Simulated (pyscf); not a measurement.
Structures and frequencies: ωB97X-D3(BJ)/def2-SVP in PySCF. MP2 and CC: frozen core, UHF for open shells. ΔMP2 is the change of the MP2 total energy from the triple- to the quadruple-zeta basis.

SMILES: P[BH][GaH2]
```xyz
8

P     -1.1250    -1.0670    -0.1777
B      0.2303     0.1986    -0.2273
Ga     0.5063     1.4655    -1.8405
H     -1.5448    -1.1805     1.1693
H     -2.2731    -0.4789    -0.7604
H      1.0358     0.1250     0.6728
H      0.0488     2.9708    -1.7690
H      1.1620     0.9956    -3.1911
```

Problem. What is the homolytic dissociation enthalpy (298 K, CCSD(T)/def2-TZVPP + ΔMP2(QZVPP)) of the B–Ga bond of H₂P–BH–GaH₂, to [HB–PH₂]• + GaH₂•?

Solution. B–Ga to [HB–PH₂]• + GaH₂•: 327.6 kJ/mol. The radicals are drawn with the spin at the cut bond; how far it spreads was not checked. H₂P–BH–GaH₂ lies 76.8 kJ/mol over its isomer H₂B–PH–GaH₂, and others may lie lower still (electronic energy, ωB97M-D3(BJ)). [HB–PH₂]• lies 82.2 kJ/mol over its isomer H₂B–PH•, and others may lie lower still (electronic energy, ωB97M-D3(BJ)). The CCSD(T) − MP2 part came from Ansatz, without density fitting, on the same reference. The frozen core leaves the outer d or s,p core shells of the metals and heavy elements correlated in the MP2 and CC values, and def2-TZVPP describes them poorly, which can shift differences by a few kcal/mol. Elements up to Kr have no core potential and no relativistic terms here.
